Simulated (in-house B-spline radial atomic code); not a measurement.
Si²⁺. Computed with a B-spline radial atomic code. Model: non-relativistic spherical atom: semilocal Troullier-Martins pseudo-atom, one channel per l, against all electrons, high spin, G0W0 and RPA with empty states to l = 8, local potential for every l without a channel, a model core (radius 0 = none) keeps its share of the functional.

What the tables leave out is listed at the end.

The pseudopotential gives back the lowest level of each angular momentum of its own functional in the configuration it was made in; a second state of the same l is only approximately right. Exact exchange, RPA and GW see the smooth pseudo-orbitals and miss the exchange with the core, for which the functional's share stands in. The column with an uncorrelated core keeps all orbitals and exact exchange, and so separates missing core correlation from pseudisation. Only the three outermost levels and the lowest empty one were computed. RPA here is direct RPA, with no exchange kernel, and its energies carry an (l + 1/2)⁻⁴ tail. A hybrid on a potential with a model core restores only its own semilocal share of the core's exchange.

Command:
```bash
python run_psgw.py task.json out
```
Settings (lengths in bohr, energies in hartree):
```
Z                      14
electrons              12
configuration          [Ne] 3s2
generated_in           [Ne] 3s2 3p2
functional             pbe,pbe
core_shells            1
radius_factor          1.3
core_correction        True
ion_configuration      [Ne] 3s1
```

Run time, properties included: 36 s on 1 thread of Arm Neoverse N1, on a shared host.

Given: made with PBE; model core radius 0.165 bohr; local radius 0.622 bohr; mean-field start PBE.

Valence shells of the generating configuration: 2s, 2p, 3s, 3p.

Channel: s 0.598, p 0.756 (radii in bohr).

Computed: largest level miss in the spin-unpolarised generating configuration 0.113 eV; valence RPA correlation energy all-electron orbitals -0.6032 hartree; all-electron RPA polarisability, core included 8.9757 bohr³; ionisation by mean-field all-electron 33.383 eV; ionisation by mean-field pseudo minus all -0.018 eV; ionisation by RPA all-electron 33.927 eV; ionisation by RPA pseudo minus all 0.053 eV.

```tsv
level	occupied	mean-field all-electron (eV)	mean-field pseudo minus all (eV)	G0W0 all-electron (eV)	G0W0 uncorrelated core minus all (eV)	G0W0 pseudo minus all (eV)	exchange self-energy all-electron (eV)	exchange self-energy pseudo (eV)
3s	1	-28.478	0.037	-33.755	0.003	-0.055	-15.194	-14.974
3p (empty)	0	-20.516	0.342	-16.776	0.006	0.32	-4.4966	-4.1005
```

**Question.** What is the valence RPA correlation energy pseudo?

**Answer.** -0.567 hartree.

**Question.** What is the pseudo-atom RPA polarisability?

**Answer.** 8.8501 bohr³.

Given: mean-field start PBE0.

Computed: valence RPA correlation energy all-electron orbitals -0.57613 hartree; valence RPA correlation energy pseudo -0.54191 hartree; all-electron RPA polarisability, core included 8.034 bohr³; ionisation by mean-field all-electron 33.245 eV; ionisation by RPA all-electron 33.716 eV; ionisation by RPA pseudo minus all 0.029 eV.

```csv
level,occupied,mean-field all-electron (eV),mean-field pseudo minus all (eV),G0W0 all-electron (eV),G0W0 uncorrelated core minus all (eV),G0W0 pseudo minus all (eV),exchange self-energy all-electron (eV),exchange self-energy pseudo (eV)
3s,1,-29.632,0.036,-33.705,0.003,-0.027,-15.055,-14.834
2p,1,-122.3,0.552,-132.48,0.061,0.997,-67.549,-64.83
3p (empty),0,-19.399,0.327,-16.695,0.005,0.318,-4.2854,-3.9264
```

**Question.** What is the pseudo-atom RPA polarisability?

**Answer.** 7.9345 bohr³.

**Question.** What is the ionisation by mean-field pseudo minus all?

**Answer.** -0.024 eV.

Among the listed levels the largest G0W0 shift of the pseudo-atom is +1.00 eV, for 2p on the PBE0 start, while leaving the core uncorrelated moves that level by +0.06 eV. So pseudisation and the lost core exchange, not the missing core correlation, make the error. Not in the tables (levels of low weight, unsolved or above zero; the highest and the empty levels are kept at any weight): on PBE the G0W0 levels 2p (pseudo minus all +0.86 eV, weights 0.68 and 0.66), 2s (pseudo minus all -4.45 eV, weights 0.04 and 0.32); on PBE0 the G0W0 levels 2s (pseudo minus all -1.66 eV, weights 0.51 and 0.09); no Hartree-Fock pseudo-atom is run with a model core.
